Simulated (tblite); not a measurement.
Compound: C5H2FO2 (doublet state).
Z-matrix (Å and degrees, GFN2-xTB geometry), rows numbered from 1:
```
O 
C   1  1.2037
C   2  1.4433  1  130.10
C   3  1.3208  2  126.27  1  -179.94
O   4  1.3732  3  123.14  2     0.04
C   5  1.3225  4  114.31  3    -0.06
F   6  1.3302  5  111.49  4   179.97
C   6  1.3416  5  126.57  4    -0.01
H   4  1.0789  3  125.10  2  -179.98
H   8  1.0779  2  116.96  1    -0.06
```

Calculated harmonic vibrations of the isolated species, GFN2-xTB (tblite), most abundant isotopes, no scaling. Against measured fundamentals such values can be off by several per cent, at times by over 20. One conformer, not necessarily the lowest. Open shells enter through the occupations alone, without spin polarisation, and single modes of such species can be off by tens of per cent.

Harmonic wavenumbers (cm⁻¹): 115.3, 204.5, 330.6, 373.8, 440.6, 500.0, 522.5, 595.2, 657.3, 730.5, 808.7, 827.8, 900.0, 962.1, 1008.6, 1113.1, 1153.3, 1209.6, 1283.0, 1595.8, 1643.5, 1750.7, 3094.1, 3113.6.

A = 4162, B = 1884, C = 1297 MHz; mass 113.004 u (most abundant isotopes); point group Cs, symmetry number 1; spin multiplicity 2.

Question: What is the zero-point energy?

Answer: Half the sum of the wavenumbers: 12467 cm⁻¹ = 35.65 kcal/mol.

Question: Give the ideal-gas entropy at 273.15 K and 1 bar in the rigid-rotor, harmonic-oscillator model (classical rotation).

Answer: Translation 39.67, rotation 27.59, vibration 10.27, spin (R ln 2) 1.38: S = 78.9 cal/(mol K).

Question: And Cp and H(273.15 K) − H(0)?

Answer: Cp = 23.31 cal/(mol K), of which vibrations give 15.36 (their classical limit is 24 R = 47.7); H(273.15 K) − H(0) = 3.92 kcal/mol without the zero-point energy, 1.75 from vibrations.

Question: Which modes carry the vibrational entropy at 273.15 K?

Answer: 115.3 cm⁻¹: 3.01; 204.5 cm⁻¹: 1.93; 330.6 cm⁻¹: 1.12; 373.8 cm⁻¹: 0.93; 440.6 cm⁻¹: 0.71; 500.0 cm⁻¹: 0.55 cal/(mol K); the other 18 give 2.02 together.

Question: What must be added to the electronic energy to get the Gibbs energy at 273.15 K and 1 bar?

Answer: ZPE + [H(273.15 K) − H(0)] − T·S = 35.65 + 3.92 − 21.56 = 18.01 kcal/mol.

Hindered rotation and anharmonicity are outside this model. Other conformers, if any are populated, would add a mixing term that is left out.
